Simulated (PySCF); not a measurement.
CH₃Li, charge +1, doublet, geometry from GFN2-xTB (such geometries of metal compounds can be far from the true shape) (a state made from the parent by changing its charge; the spin is typed, not shown lowest). Base run: B3LYP/def2-SV(P) in PySCF.

Here is a job for PySCF.
```python
from pyscf import gto, scf, dft

mol = gto.Mole()
mol.atom = '''
    Li   -1.19438020   -0.71097745   -1.04751341
    C     0.34992791    0.20830122    0.30689908
    H     0.76466404   -0.67114483    0.78102667
    H    -0.26665636    0.84273862    0.92942732
    H     0.98556544    0.71153123   -0.40930822
'''
mol.basis = 'def2-sv(p)'
mol.charge = 1
mol.spin = 1
mol.verbose = 4
mol.build()

mf = dft.UKS(mol)
mf.xc = 'b3lyp'
mf.kernel()
mf.analyze()
```

Each row names what was changed in the base input (with any setting that the change needs).

```json
[
 {"change": "base", "basis functions": "29", "E (Eh)": "-47.10653", "HOMO (eV)": "-13.54"},
 {"change": "basis = cc-pVTZ-DK; relativity = none", "basis functions": "102", "E (Eh)": "-47.16820", "HOMO (eV)": "-13.51"},
 {"change": "basis = cc-pVTZ-DK; relativity = spin-free X2C; nucleus = Gaussian (with mol.nucmod = 'G')", "basis functions": "102", "E (Eh)": "-47.18439", "HOMO (eV)": "-13.51"},
 {"change": "basis = cc-pVTZ-DK; relativity = spin-free X2C", "basis functions": "102", "E (Eh)": "-47.18439", "HOMO (eV)": "-13.51"},
 {"change": "basis = x2c-TZVPall; relativity = spin-free X2C; nucleus = Gaussian (with mol.nucmod = 'G')", "basis functions": "63", "E (Eh)": "-47.18354", "HOMO (eV)": "-13.51"},
 {"change": "basis = jorge-DZP-DKH; relativity = spin-free X2C; nucleus = Gaussian (with mol.nucmod = 'G')", "basis functions": "45", "E (Eh)": "-47.16213", "HOMO (eV)": "-13.49"},
 {"change": "basis = x2c-TZVPall; relativity = none", "basis functions": "63", "E (Eh)": "-47.16733", "HOMO (eV)": "-13.51"},
 {"change": "basis = x2c-TZVPall; relativity = spin-free X2C", "basis functions": "63", "E (Eh)": "-47.18354", "HOMO (eV)": "-13.51"},
 {"change": "basis = jorge-DZP-DKH; relativity = spin-free X2C", "basis functions": "45", "E (Eh)": "-47.16213", "HOMO (eV)": "-13.49"},
 {"change": "basis = jorge-DZP-DKH; relativity = none", "basis functions": "45", "E (Eh)": "-47.14619", "HOMO (eV)": "-13.49"}
]
```

Totals shift with the method and basis; they matter in differences.

Open shells are given as the SCF converged; they aren't shown to be the lowest states, and a large step between rows can be another state.

Basis sets contracted for a relativistic Hamiltonian are a mismatch without it, so the rows without relativity aren't non-relativistic limits. No row has spin-orbit coupling; sets with core potentials leave out the core electrons.
